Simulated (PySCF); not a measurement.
## Static response to an electric field

Compound: C6H7Cl.
Structure used (GFN2-xTB), in Å, numbered top down from 1:
```
atom  x, y, z in Å
C1    -2.7650   -0.3754   -0.0206
C2    -1.6630   -0.4150   -0.4846
C3    -0.3094   -0.4488   -1.0080
C4     0.6734   -0.1268    0.0890
C5     1.4799   -1.0321    0.6192
C6     0.6688    1.2963    0.5416
Cl7    1.4442    2.3313   -0.7116
H8    -3.7396   -0.3517    0.3663
H9    -0.1095   -1.4395   -1.4219
H10   -0.2208    0.2931   -1.8078
H11    1.4773   -2.0571    0.2902
H12    2.1705   -0.7852    1.4076
H13    1.2402    1.4382    1.4573
H14   -0.3477    1.6723    0.6611
```

Level: CAM-B3LYP/def2-SVPD (PySCF), static field, nuclei fixed, core orbitals frozen in the response. The polarisability tensor in these axes (au):

```
x   95.13 -0.11 -0.47
y   -0.11 84.03 -6.81
z   -0.47 -6.81 70.80
```

Task: What are the eigenvalues, a third of the trace, and Δα (Δα² = ½Σ(αi − αj)² over the three pairs)?

Result: Principal values 67.92, 86.90 and 95.14 au; mean 83.32 au = 12.35 Å³ = 13.74 × 10⁻⁴⁰ C²·m²/J; Δα = 24.18 au (29 % of the mean).

Task: What is the dipole moment, and where does it point?

Result: (-0.37, -1.30, 1.03) D, 1.70 D in size, pointing from the negative to the positive side. Measured along this direction, the outermost atoms are Cl7 at the negative end and H11 and H8 at the positive end.

Task: What would n − 1 = 2πNα be for an ideal gas of these molecules at 298.15 K and 1 atm, electronic part alone?

Result: N = p/kT = 2.4615 × 10¹⁹ cm⁻³, so n − 1 = 2π × N × 12.35 × 10⁻²⁴ cm³ = 1910 × 10⁻⁶ at long wavelengths, for an ideal gas.

Task: Directions of the eigenvectors, and the extent of the frame along each?

Result: Largest value along (1.00, 0.00, -0.02), where the nuclei span 5.89 Å; middle along (-0.01, 0.92, -0.39), 4.43 Å; least along (0.02, 0.39, 0.92), 3.80 Å. The response follows the extents in order.

Task: Molar refractivity from α?

Result: Lorentz–Lorenz: R = (4π/3)N_A α = 2.5225 cm³/(mol·Å³) × 12.35 Å³ = 31.1 cm³/mol, in the limit of long wavelengths.

Task: In a dilute gas of rigid molecules at 500 K, how does the orientational term μ²/3kT compare with the electronic polarisability?

Result: In Gaussian units μ²/3kT = 13.91 Å³ against 12.35 Å³, a ratio of 1.13; the Debye molar polarisation (4π/3)N_A(α + μ²/3kT) is 66.2 cm³/mol, leaving out the vibrational part.

Task: Give the eigenvalues of the traceless quadrupole moment Θ = ½Σq(3rr − r²1), origin at the centre of nuclear charge.

Result: -6.92, 2.23, 4.69 D·Å. The values depend on the origin, since the dipole doesn't vanish. The electronic extent ⟨r²⟩ about the same centre is 1079 bohr², a root-mean-square distance of 2.24 Å for the 60 electrons.

The structure is a single GFN2-xTB conformer in the gas phase; no vibrational or solvent corrections.
